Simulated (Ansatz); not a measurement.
`[OH][InH][ZnH]` and `[OH][InH][Br]` differ in one atom or group.

Ansatz, PBE0-D4/def2-TZVP geometries, multiplicity 1. Each molecule was computed in one conformer, which needn't be the lowest.

Elements past krypton have def2 core potentials. Scalar relativity is left out up to krypton.

```
                                        property  `[OH][InH][ZnH]`
           HOMO–LUMO gap (B3LYP/def2-TZVPP) / eV              4.44
               HOMO energy (PBE/def2-TZVPP) / eV             -5.98
              LUMO energy (PBE0/def2-TZVPP) / eV             -2.11
  zero-point energy (PBE0-D4/def2-TZVP) / kJ/mol              66.4
  size of the dipole moment (PBE/def2-TZVPP) / D              1.45
size of the dipole moment (B3LYP/def2-TZVPP) / D              1.67
```

Q: Give the same properties after the change, and the shifts. (An estimate is asked.)

A: Ansatz gave: 
```json
{"property": "HOMO–LUMO gap (B3LYP/def2-TZVPP) / eV", "`[OH][InH][Br]`": "6.07", "shift": "1.63"}
{"property": "HOMO energy (PBE/def2-TZVPP) / eV", "`[OH][InH][Br]`": "-6.88", "shift": "-0.90"}
{"property": "LUMO energy (PBE0/def2-TZVPP) / eV", "`[OH][InH][Br]`": "-1.55", "shift": "0.56"}
{"property": "zero-point energy (PBE0-D4/def2-TZVP) / kJ/mol", "`[OH][InH][Br]`": "52.0", "shift": "-14.4"}
{"property": "size of the dipole moment (PBE/def2-TZVPP) / D", "`[OH][InH][Br]`": "3.18", "shift": "1.73"}
{"property": "size of the dipole moment (B3LYP/def2-TZVPP) / D", "`[OH][InH][Br]`": "3.35", "shift": "1.68"}
```

With PBE0 the HOMO falls by 1.21 eV and the LUMO rises by 0.56 eV, so the gap widens by about 1.77 eV. PBE moves the HOMO by -0.90 eV and ωB97M-V by -1.43 eV. The zero-point energy changes by -14.4 kJ/mol with -3 modes. Dipoles are sizes alone; their direction can turn.

B3LYP here is the variant with VWN-RPA as its local correlation; programs differ in this.

Spin–orbit coupling is left out; it splits and shifts lone-pair levels of the heavy atoms by tenths of an eV.
